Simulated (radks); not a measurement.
Os10+, configuration [Kr] 4d10 4f14 5s2 5p4. Calculated with a radial shooting solver on a logarithmic mesh with Libxc functionals: non-relativistic Kohn-Sham, LDA (Slater exchange, Perdew-Wang correlation), spin-unpolarised, spherical densities, point nucleus; relativity is left out, which matters for an element this heavy. Some entries of the table are withheld. Estimate them.

| orbital | occ. | eigenvalue (hartree) | <r^2> (bohr^2) | <1/r> (bohr^-1) |
|---|---|---|---|---|
| 1s | 2 | -2481.463 | 0.0005312 | 75.41 |
| 2s | 2 | -415.7061 | 0.008292 | 17.71 |
| 2p | 6 | -399.3491 | 0.006122 | 17.75 |
| 3s | 2 | -100.5967 | 0.05174 | 6.830 |
| 3p | 6 | -92.93718 | 0.04774 | 6.786 |
| 3d | 10 | (1) | 0.03696 | 6.715 |
| 4s | 2 | -25.40683 | 0.2517 | 2.965 |
| 4p | 6 | -22.16256 | 0.2595 | 2.876 |
| 4d | 10 | (2) | 0.2773 | 2.688 |
| 5s | 2 | -8.35621 | 1.192 | 1.283 |
| 4f | 14 | -8.32829 | 0.3382 | 2.319 |
| 5p | 4 | -7.26751 | 1.343 | (3) |
| 5d | 0 | -5.43804 | 1.771 | 1.032 |
| 6s | 0 | -4.06777 | 4.138 | 0.6884 |

Answer. 
(1) 3d eigenvalue (hartree): -78.61128
(2) 4d eigenvalue (hartree): -16.21432
(3) 5p <1/r> (bohr^-1): 1.201
